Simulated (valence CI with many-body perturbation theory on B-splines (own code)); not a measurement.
# Energy levels of Pt³⁸⁺

Method: configuration interaction combined with many-body perturbation theory (CI+MBPT): four valence electrons over a frozen Dirac-Fock core [Kr], radial functions for each j: 9 s, 9 p, 10 d, 8 f, 5 g, 3 h, 1 i, with the one-electron correlation potential Σ1, the two-electron term Σ2, the three-electron term Σ3, Breit, model QED; selected CI, second order for the rest (own B-spline code, finite nucleus).

No measured spectrum was set against this ion. As an estimate, large intervals hold to a few tenths of a per cent, small ones and those within an open d or f shell to about a per cent. Only levels of the ground parity were solved; by the run's estimate the other parity begins above the list, which can be wrong where configurations are misplaced.

Levels 1 to 34 of 34, with energies above the lowest level, (4d3/2^4) J=0. "Leading %" is the weight of the configuration and term that name the level; weights of strongly mixed levels are sums over their largest components and can fall short. In the jj column 3d3/2^4 stands for four electrons in 3d with j = 3/2. Lifetimes count E1, E2, E3, M1 and M2 decay at the calculated energies, and are blank where another channel may lead or the interval is too uncertain; long ones can be off by a factor of two.

| No. | Configuration | Term | J | E (eV) | Leading % | g | Leading jj | Lifetime |
| --- | --- | --- | --- | --- | --- | --- | --- | --- |
| 1 | 4d⁴ | ³P | 0 | 0.00 | 59 |  | 4d3/2^4 (98 %) |  |
| 2 | 4d⁴ | ⁵D | 1 | 20.22 | 59 | 1.496 | 4d3/2^3 4d5/2 (98 %) | 9.05 μs |
| 3 | 4d⁴ | ³F | 4 | 25.56 | 28 | 1.072 | 4d3/2^3 4d5/2 (98 %) |  |
| 4 | 4d⁴ | ⁵D | 2 | 26.16 | 38 | 1.225 | 4d3/2^3 4d5/2 (92 %) | 513 μs |
| 5 | 4d⁴ | ³F | 3 | 27.60 | 29 | 1.135 | 4d3/2^3 4d5/2 (94 %) | 16.5 ms |
| 6 | 4d⁴ | ⁵D | 0 | 44.23 | 66 |  | 4d3/2^2 4d5/2^2 (97 %) | 3.37 μs |
| 7 | 4d⁴ | ⁵D | 2 | 44.66 | 49 | 1.256 | 4d3/2^2 4d5/2^2 (93 %) | 4.96 μs |
| 8 | 4d⁴ | ³H | 4 | 45.63 | 40 | 1.151 | 4d3/2^2 4d5/2^2 (98 %) | 8.84 μs |
| 9 | 4d⁴ | ⁵D | 3 | 46.16 | 48 | 1.170 | 4d3/2^2 4d5/2^2 (93 %) | 8.88 μs |
| 10 | 4d⁴ | ³H | 5 | 48.17 | 67 | 1.084 | 4d3/2^2 4d5/2^2 (100 %) | 17.1 μs |
| 11 | 4d⁴ | ³P | 1 | 49.67 | 42 | 1.091 | 4d3/2^2 4d5/2^2 (96 %) | 8.28 μs |
| 12 | 4d⁴ | ¹I | 6 | 49.67 | 52 | 1.075 | 4d3/2^2 4d5/2^2 (99 %) | 39.2 ms |
| 13 | 4d⁴ | ³F | 3 | 51.29 | 44 | 1.078 | 4d3/2^2 4d5/2^2 (97 %) | 12.4 μs |
| 14 | 4d⁴ | ³G | 4 | 51.60 | 55 | 1.033 | 4d3/2^2 4d5/2^2 (98 %) | 40.2 μs |
| 15 | 4d⁴ | ³F | 2 | 52.10 | 33 | 1.083 | 4d3/2^2 4d5/2^2 (97 %) | 27.8 μs |
| 16 | 4d⁴ | ³F | 2 | 57.25 | 49 | 0.987 | 4d3/2^2 4d5/2^2 (96 %) | 6.08 μs |
| 17 | 4d⁴ | ³F | 4 | 59.08 | 65 | 1.193 | 4d3/2^2 4d5/2^2 (95 %) |  |
| 18 | 4d⁴ | ¹D | 2 | 63.89 | 40 | 1.136 | 4d3/2^2 4d5/2^2 (93 %) | 79.6 μs |
| 19 | 4d⁴ | ³P | 0 | 69.76 | 60 |  | 4d3/2^2 4d5/2^2 (77 %) | 12.7 μs |
| 20 | 4d⁴ | ⁵D | 4 | 69.94 | 36 | 1.159 | 4d3/2 4d5/2^3 (94 %) | 3.87 μs |
| 21 | 4d⁴ | ³F | 3 | 70.31 | 43 | 1.192 | 4d3/2 4d5/2^3 (97 %) | 3.42 μs |
| 22 | 4d⁴ | ³D | 1 | 72.34 | 51 | 0.980 | 4d3/2 4d5/2^3 (97 %) | 2.69 μs |
| 23 | 4d⁴ | ³G | 5 | 72.97 | 67 | 1.141 | 4d3/2 4d5/2^3 (100 %) | 7.00 μs |
| 24 | 4d⁴ | ³H | 6 | 73.49 | 52 | 1.082 | 4d3/2 4d5/2^3 (99 %) | 8.16 μs |
| 25 | 4d⁴ | ³F | 2 | 76.16 | 47 | 1.064 | 4d3/2 4d5/2^3 (94 %) | 4.16 μs |
| 26 | 4d⁴ | ³D | 3 | 77.02 | 36 | 1.089 | 4d3/2 4d5/2^3 (98 %) | 5.66 μs |
| 27 | 4d⁴ | ¹S | 0 | 80.32 | 77 |  | 4d3/2 4d5/2^3 (73 %) | 7.69 μs |
| 28 | 4d⁴ | ³P | 1 | 82.71 | 89 | 1.417 | 4d3/2 4d5/2^3 (98 %) | 4.63 μs |
| 29 | 4d⁴ | ³F | 3 | 82.80 | 64 | 1.060 | 4d3/2 4d5/2^3 (99 %) | 6.79 μs |
| 30 | 4d⁴ | ¹G | 4 | 83.45 | 67 | 1.049 | 4d3/2 4d5/2^3 (97 %) | 5.50 μs |
| 31 | 4d⁴ | ¹D | 2 | 84.77 | 62 | 1.117 | 4d3/2 4d5/2^3 (88 %) | 6.34 μs |
| 32 | 4d⁴ | ³F | 4 | 97.96 | 47 | 1.163 | 4d5/2^4 (97 %) | 2.58 μs |
| 33 | 4d⁴ | ¹D | 2 | 102.06 | 35 | 1.096 | 4d5/2^4 (93 %) | 2.50 μs |
| 34 | 4d⁴ | ³P | 0 | 112.39 | 51 |  | 4d5/2^4 (91 %) | 1.94 μs |

The ionisation energy to 4d³ ⁴F3/2 of the next ion comes out as 1764.9 eV (NIST: 1763 ± 4 eV (theoretical)). All 34 levels together are meant to be complete up to 116.89 eV.
